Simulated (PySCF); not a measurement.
## [Ti(H)4] (charge 0, multiplicity 1)

All values below come from TPSSh-D3(BJ)/def2-TZVP // TPSS-D3(BJ)/def2-SVP run with PySCF.

```yaml
HOMO: -8.24 eV
dipole_moment: 0.000 e·Å
HOMO–LUMO gap: 4.64 eV
LUMO: -3.59 eV
charge on the central atom (Mulliken): 0.63 e
charge on the central atom (meta-Löwdin): 1.04 e
total_energy: -851.7745 Ha
cost: about 30 core-seconds (a rough figure)
```

```xyz
5

Ti     0.0007    -0.0010     0.0005
H     -0.0205    -0.6952     1.5506
H     -0.8083    -1.0230    -1.0888
H     -0.7775     1.5082     0.0454
H      1.6090     0.2062    -0.5052
```
